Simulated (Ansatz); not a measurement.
The lowest singlet and triplet of ClHSi (SMILES [SiH]Cl); geometries from B3LYP-D3(BJ)/def2-TZVP, each state relaxed from the structure named, with no frequency check.
Singlet (charge 0, multiplicity 1):
```xyz
3

Si    -0.93640     0.59509     0.00000
Cl     0.87760    -0.45144     0.00000
H     -1.80954    -0.65673     0.00000
```
Triplet (charge 0, multiplicity 3):
```xyz
3

Si    -0.977     0.454     0.000
Cl     0.927    -0.341     0.000
H     -2.082    -0.548     0.000
```

A positive gap puts the triplet lower; no zero-point energy. R- takes a restricted singlet. U- takes an unrestricted singlet (broken symmetry where lower, unprojected). The triplet is unrestricted in single-reference levels. Active spaces average the two states.

Cores are frozen in the correlated methods.

Run with Ansatz (a first-principles code) with Gaussian orbitals. Each number belongs to the level named beside it.

```csv
level,"gap E(singlet) − E(triplet), adiabatic (eV)"
U-HF/cc-pV(D+d)Z (spin-contaminated),-0.816
R-HF/cc-pV(Q+d)Z,-0.735
R-SVWN5/def2-TZVPP,-1.435
U-PBE/def2-TZVPP,-1.304
R-B3LYP/def2-TZVPP,-1.464
U-PBE0/def2-TZVPP,-1.242
R-SCS-MP2/cc-pV(Q+d)Z,…
R-CCSDT(Q)/cc-pV(D+d)Z,-1.442
"FIC-MRCISD+Q on SA-CASSCF(2,2)/cc-pV(Q+d)Z",-1.467
```

Task: Complete the blanks.

Result: 
- R-SCS-MP2/cc-pV(Q+d)Z, gap E(singlet) − E(triplet), adiabatic (eV): -1.555

Doubts at one or more of the structures used: a restricted determinant that unrestricted orbitals would lower (R-HF/cc-pV(Q+d)Z, R-SCS-MP2/cc-pV(Q+d)Z, R-CCSDT(Q)/cc-pV(D+d)Z).
